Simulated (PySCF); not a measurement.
Polarisability and C₆ of Cd²⁷⁺ (cadmium, charge +27)

[Ar] 3d3, high-spin 4F determinant. Computed with PySCF 2.14 in an uncontracted even-tempered set (18 s from 3.4 bohr⁻², ratio 2.5; 12 p from 4.4 bohr⁻², ratio 2.5; 8 d from 4.4 bohr⁻², ratio 2.5; 4 f from 17 bohr⁻², ratio 2.7; 3 g from 25 bohr⁻², ratio 2.7), with the spin-free X2C one-electron Hamiltonian (Gaussian nucleus). Coupled (time-dependent) response in atomic units; α is the mean over directions.

```tsv
method	mean α (bohr³)	C₆ (like pair)	S(−4)
UHF	0.02286	0.004883	0.0002833
```

S(−4) is the Cauchy moment in α(ω) = α(0) + S(−4) ω² + …

Spin-orbit coupling is absent.

α(iu) at UHF:

```
u (hartree)  α(iu) (bohr³)
          0        0.02286
       1.00        0.02258
       2.00        0.02180
       4.00        0.01929
       6.00        0.01649
       8.00        0.01406
       10.0        0.01214
       15.0       0.009024
       20.0       0.007218
       30.0       0.005110
       50.0       0.002983
```

A single London oscillator, α(iu) = α/(1 + u²/ω²), gives C₆ = (3/4) ω α². Matching the computed C₆ needs ω = 4 × 0.004883 / (3 × 0.02286²) = 12.5 hartree.

For an ion, C₆ is the dispersion term alone; charge-induced terms of lower order in 1/R come first.

Spin-orbit coupling, absent here, splits the open shell strongly.
